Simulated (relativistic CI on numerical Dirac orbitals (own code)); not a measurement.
# Xe²⁴⁺: what numerical and physical settings do to a radial Dirac CI calculation

Reference input:

```
atom Xe  Z=54  charge=24  electrons=30
nucleus A=132  rms_radius_fm=4.7859
hamiltonian dirac-coulomb  breit=on  qed=on  c_scale=1
orbitals kli  potential=per-configuration
slater_scale 1
correlation none
mixing on
grid step=0.0125 r_max=6
scf mixing=0.4 start=green max_iterations=150 tolerance=2e-08 node_fill=0.05
configurations
  [Ar] 3d10 4s2
  [Ar] 3d10 4s 4p
  [Ar] 3d10 4p2
  [Ar] 3d10 4s 4d
  [Ar] 3d10 4d2
end
```

Computed lowest total energy -7170.50701 Ha, first excitation 370235.7 cm⁻¹, 50 SCF steps. Runs with settings changed; * marks those that are bad on purpose:

| Changed | Outcome | Lowest level | ΔE (Ha) | First excitation (cm⁻¹) | SCF steps | Message |
| --- | --- | --- | --- | --- | --- | --- |
| node fill of the KLI weights 0.01 | converged | 4s2 1S_0 | 0.00309 | 370236.3 | 50 |  |
| nuclear radius 6.2217 fm, Slater scale 0.5, QED terms off | converged | 4s2 1S_0 | -3.64 | 380077.1 | 50 |  |
| QED terms off | converged | 4s2 1S_0 | -3.85 | 372909.2 | 50 |  |
| node fill of the KLI weights 0.5 | converged | 4s2 1S_0 | 0.0061 | 370281.3 | 50 |  |
| iteration limit 1 * | not converged |  |  |  | 1 | SCF of 1s2 2s2 2p6 3s2 3p6 3d10 4s2 did not converge |
| node fill of the KLI weights 50 * | converged | 4s2 1S_0 | 0.439 | 369877.8 | 55 |  |
